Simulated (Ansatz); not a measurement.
Stretching the P1–P2 bond in H4P2 (SMILES PP) (multiplicity 1 held, fragments rigid). Energies count from the point at 2.250 Å.
Geometry at that point (charge 0, multiplicity 1):
```
atom    x (Å)    y (Å)    z (Å)
----  -------  -------  -------
P     -0.9893  -0.5359   0.0073
P      0.9893   0.5359  -0.0073
H     -1.5276   0.2516  -1.0454
H     -1.5450   0.3115   1.0028
H      1.5450  -0.3115  -1.0028
H      1.5276  -0.2516   1.0454
```

Signs of static correlation in cc-pV(D+d)Z, with CASSCF(2,2), from Ansatz (a quantum-chemistry and plane-wave program) runs.

| R (Å) | T1 of restricted CCSD | ⟨S²⟩ of UHF | largest double amplitude of restricted CCSD | weight of the CASSCF reference in MRCISD | CASSCF natural occupations |
|---|---|---|---|---|---|
| 1.800 | 0.012 | 0.000 | 0.041 | 0.883 | 1.99 0.01 |
| 2.025 | 0.012 | 0.000 | 0.052 | 0.883 | 1.99 0.01 |
| 2.250 | 0.012 | 0.000 | 0.067 | 0.882 | 1.98 0.02 |
| 2.475 | 0.013 | 0.000 | 0.098 | 0.882 | 1.95 0.05 |
| 2.700 | 0.014 | ___ | 0.146 | 0.882 | 1.90 0.10 |
| 3.038 | 0.017 | 0.728 | 0.239 | 0.882 | 1.79 0.21 |
| 3.375 | 0.021 | 0.907 | ___ | 0.882 | 1.63 0.37 |
| 3.938 | 0.025 | 1.001 | 0.511 | 0.882 | 1.36 0.64 |
| 4.501 | 0.025 | 1.023 | 0.645 | 0.882 | 1.18 0.82 |
| 5.176 | 0.023 | 1.029 | 0.743 | 0.882 | 1.07 0.93 |
| 6.076 | 0.021 | 1.030 | 0.801 | 0.882 | 1.02 0.98 |
| 7.201 | 0.020 | 1.030 | 0.824 | 0.882 | 1.00 1.00 |

### Question
What belongs in the gaps?

### Answer

- 2.700, ⟨S²⟩ of UHF: 0.224
- 3.375, largest double amplitude of restricted CCSD: 0.342

Doubts at one or more of the structures used: a restricted determinant that unrestricted orbitals would lower (R-CCSD(T)/cc-pV(D+d)Z); other coupled-cluster roots lie near (R-CCSD(T)/cc-pV(D+d)Z); a spin-contaminated determinant (U-CCSD(T)/cc-pV(D+d)Z); T1 above 0.05 (U-CCSD(T)/cc-pV(D+d)Z).
